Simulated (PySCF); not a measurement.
## Cobalt: a sound run and one with changed settings

Sound run: Co+ [Ar] 3d8, Co(2+) [Ar] 3d7. All numbers are calculated (PySCF 2.14, no relativity, point nucleus, in 6-31G* (5s4p2d1f, 34 functions)). The sound run starts from symmetry-adapted Hartree-Fock orbitals and uses a fine grid where one is needed.

Changed run: radial step 0.8 in ln r (0.13 in the sound run). This setting is unsound on purpose.

```json
{"species": "Co+", "method": "UHF", "sound run (hartree)": "-1380.86053", "changed run (hartree)": "-1380.86053", "converged": "yes"}
{"species": "Co+", "method": "B3LYP", "sound run (hartree)": "-1382.20052", "changed run (hartree)": "-1382.28087", "converged": "yes"}
{"species": "Co+", "method": "M06-2X", "sound run (hartree)": "-1382.12978", "changed run (hartree)": "-1382.75718", "converged": "yes"}
{"species": "Co(2+)", "method": "UHF", "sound run (hartree)": "-1380.39450", "changed run (hartree)": "-1380.39450", "converged": "yes"}
{"species": "Co(2+)", "method": "B3LYP", "sound run (hartree)": "-1381.63990", "changed run (hartree)": "-1381.72110", "converged": "yes"}
{"species": "Co(2+)", "method": "M06-2X", "sound run (hartree)": "-1381.58338", "changed run (hartree)": "-1382.15868", "converged": "yes"}
```

Ionisation energy of Co+:

```json
{"method": "UHF", "sound run (eV)": "12.681", "changed run (eV)": "12.681"}
{"method": "B3LYP", "sound run (eV)": "15.255", "changed run (eV)": "15.232"}
{"method": "M06-2X", "sound run (eV)": "14.868", "changed run (eV)": "16.286"}
```

A coarse radial grid mis-integrates the density and the exchange-correlation energy, with errors of either sign; Hartree-Fock needs no grid.

For comparison, NIST gives 17.084 eV between the lowest levels.
